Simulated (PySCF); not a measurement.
A run for PySCF: D3(BJ) and D4 dispersion corrections on C2H6Ge (SMILES C=[CH][GeH3]), a point of a torsion scan.

```python
from pyscf import gto
from pyscf.dispersion import dftd3, dftd4

mol = gto.M(
    atom='''
    C     1.55583379   -0.13992495   -0.27922788
    C     0.55596360    0.04818701    0.56668495
    Ge   -1.31804032    0.07023875    0.03985984
    H     1.38224793   -0.26148207   -1.33751854
    H     2.58825304   -0.16987694    0.03627511
    H     0.77385764    0.16724356    1.62109215
    H    -1.85816520   -1.31432219   -0.12447055
    H    -1.50077483    0.76113397   -1.27181442
    H    -2.14892830    0.76600090    1.06766939
    ''',
    basis='def2-svp',
    charge=0, spin=0, verbose=0, max_memory=1800)
d3, d4 = {}, {}
for xc in ['hf', 'pbe', 'blyp', 'revpbe', 'tpss', 'r2scan', 'b3lyp', 'pbe0', 'bhlyp', 'camb3lyp', 'b2plyp']:
    d3[xc] = float(dftd3.DFTD3Dispersion(mol, xc=xc, version='d3bj', atm=False).get_dispersion()['energy'])
    print(f'D3(BJ) {xc:10s} {d3[xc]:14.8f} Eh')
for xc in ['hf', 'pbe', 'blyp', 'revpbe', 'tpss', 'r2scan', 'b3lyp', 'pbe0', 'bhlyp', 'camb3lyp', 'b2plyp']:
    d4[xc] = float(dftd4.DFTD4Dispersion(mol, xc={'camb3lyp': 'cam-b3lyp'}.get(xc, xc), atm=True).get_dispersion()['energy'])
    print(f'D4     {xc:10s} {d4[xc]:14.8f} Eh')
```

Output:

```
D3(BJ) hf            -0.04853110 Eh
D3(BJ) pbe           -0.00572491 Eh
D3(BJ) blyp          -0.01248657 Eh
D3(BJ) revpbe        -0.01435994 Eh
D3(BJ) tpss          -0.00726912 Eh
D3(BJ) r2scan        -0.00156495 Eh
D3(BJ) b3lyp         -0.01026211 Eh
D3(BJ) pbe0          -0.00500141 Eh
D3(BJ) bhlyp         -0.00828744 Eh
D3(BJ) camb3lyp      -0.00461818 Eh
D3(BJ) b2plyp        -0.00488850 Eh
D4     hf            -0.01982926 Eh
D4     pbe           -0.00541724 Eh
D4     blyp          -0.01204965 Eh
D4     revpbe        -0.01702809 Eh
D4     tpss          -0.00731024 Eh
D4     r2scan        -0.00128887 Eh
D4     b3lyp         -0.00876598 Eh
D4     pbe0          -0.00453876 Eh
D4     bhlyp         -0.00667144 Eh
D4     camb3lyp      -0.00458579 Eh
D4     b2plyp        -0.00375413 Eh
```

The run finished.

Cost: about 0.020 core-seconds (a rough figure).
